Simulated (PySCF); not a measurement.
## Polarisability and C₆ of Se²⁺ (selenium, charge +2)

[Ar] 3d10 4s2 4p2, high-spin 3P determinant. All numbers are calculated (PySCF 2.14, a scalar-relativistic core potential, in aug-cc-pVQZ-PP with one added diffuse shell each of s, p, d, f, g type with ECP10MDF (8s7p6d4f3g, 114 functions)). Coupled (time-dependent) response in atomic units; α is the mean over directions.

```json
{"method": "HSE06", "mean α (bohr³)": "9.353", "α xx, yy, zz": "9.238, 9.410, 9.410", "C₆ (like pair)": "43.23", "S(−4)": "23.76"}
```

S(−4) is the Cauchy moment in α(ω) = α(0) + S(−4) ω² + …

Spin-orbit coupling is absent.

α(iu) at HSE06:

| u (hartree) | α(iu) (bohr³) |
| --- | --- |
| 0 | 9.353 |
| 0.0500 | 9.294 |
| 0.100 | 9.122 |
| 0.200 | 8.497 |
| 0.300 | 7.637 |
| 0.500 | 5.811 |
| 0.750 | 4.024 |
| 1.00 | 2.863 |
| 1.50 | 1.637 |
| 2.00 | 1.068 |
| 3.00 | 0.5769 |
| 5.00 | 0.2599 |

A single London oscillator, α(iu) = α/(1 + u²/ω²), gives C₆ = (3/4) ω α². Matching the computed C₆ needs ω = 4 × 43.23 / (3 × 9.353²) = 0.659 hartree.

For an ion, C₆ is the dispersion term alone; charge-induced terms of lower order in 1/R come first.

The components differ because the open shell of this determinant is not spherical; for a pure term their mean is the scalar polarisability.

Energies and moments cover only the electrons outside the core potential.
